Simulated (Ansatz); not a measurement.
`O=C[BH][GeH3]` + `BS` → `B[S][GeH3]` + `BC=O` at 600 K and 1 bar (cleavage of the Ge–B bond).

Computed with Ansatz on PBE0-D4/def2-TZVP structures; ΔE is electronic, products minus reactants. CCSD(T)/CBS is the MP2 limit (def2-TZVPP, def2-QZVPP) plus CCSD(T) − MP2 in def2-TZVPP, frozen cores. This one scheme is used for every species. For Ge outer-core shells are correlated without core-valence functions, which leaves a few kJ/mol of doubt a bond. Scalar relativity is left out up to krypton. Each species was taken in one conformer, which may not be the lowest.

```tsv
species	CCSD(T)/CBS energy (Eh)	H − E (kJ/mol)	S (J/(mol·K))
`O=C[BH][GeH3]`	-2217.07554	196.4	425.3
`BS`	-424.38198	108.7	286.1
`B[S][GeH3]`	-2501.70931	171.2	398.5
`BC=O`	-139.76288	135.1	316.8
```

H − E and S are ideal-gas, rigid-rotor, harmonic terms from PBE0-D4/def2-TZVP, for one conformer and one mirror image of each species. 1 Eh = 2625.50 kJ/mol, R = 8.31446 J/(mol·K).

Task: By hand: ΔE, ΔH, ΔS and ΔG.

Result: ΔE = (-2501.70931) + (-139.76288) − (-2217.07554) − (-424.38198) = -0.01467 Eh = -38.5 kJ/mol. Δ(H − E) = 171.2 + 135.1 − 196.4 − 108.7 = 1.2, so ΔH = -37.3 kJ/mol. ΔS = 398.5 + 316.8 − 425.3 − 286.1 = 3.9 J/(mol·K). ΔG = -37.3 − 600 × (3.9)/1000 = -39.6 kJ/mol.

Task: By hand: the equilibrium constant, and the temperature at which ΔG would vanish if ΔH and ΔS stayed fixed.

Result: log₁₀ K = −ΔG/(RT ln 10) = 3.4. ΔH and −TΔS have one sign here, so there is no such temperature. One of them is within its doubt of zero, so this could turn.

The number of gas molecules stays the same, so ΔS is small and ΔH decides. A doubt of 5 kJ/mol in ΔE shifts log₁₀ K by 0.4 here. Other conformers and mirror images would add mixing entropy, several J/(mol·K) or more a flexible species. Modes under 60 cm⁻¹, often nearly free rotors, make the harmonic entropy too high. These are equilibria of isolated gas molecules and say nothing of rates. Largest T1 diagnostic: 0.021 (customary marks: 0.02 for closed shells, 0.045 for open ones).
